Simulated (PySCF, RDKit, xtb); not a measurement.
Complex: C2H3N (SMILES CC#N) (first 6 atoms) with CH5N (SMILES CN); geometry from B3LYP-D3(BJ)/def2-TZVP, rigid monomers moved along the line of their centres of mass till H5···N8 is 3.36 Å.
(charge 0, multiplicity 1):
```tsv
atom	x (Å)	y (Å)	z (Å)
C	0.1925	1.3018	0.1628
C	-0.6366	0.1087	0.1424
N	-1.2926	-0.8356	0.1621
H	-0.2892	2.1057	-0.3942
H	0.3242	1.6020	1.2047
H	1.1636	1.0938	-0.2870
C	0.8428	-0.6372	4.5128
N	-0.1652	0.4053	4.3071
H	1.7657	-0.1822	4.8766
H	1.0618	-1.1137	3.5566
H	0.5510	-1.4250	5.2183
H	-0.4108	0.8446	5.1862
H	-1.0137	-0.0018	3.9301
```

Monomers are frozen at their geometry in the pair; levels with a basis set take the counterpoise correction. Rows marked so take none. RDKit's UFF carries no charges.

Rows in 6-311+G**, 6-31G* carry no dispersion term and start afresh at each structure (6-31G* with six Cartesian d functions).

Codes used: PySCF for 6-311+G** rows, 6-31G* rows; RDKit for the force fields; xtb for the GFN methods. Each number belongs to the level named beside it.

Problem. One of these levels gives -82.7 meV for the interaction energy. Name it.
(A) M06-2X/6-31G* (no counterpoise)
(B) B3LYP/6-311+G** (no counterpoise)
(C) GFN1-xTB
(D) UFF

Solution. B, B3LYP/6-311+G** (no counterpoise). The others give -33.4 (UFF), -50.8 (GFN1-xTB), -122.4 (M06-2X/6-31G* (no counterpoise))
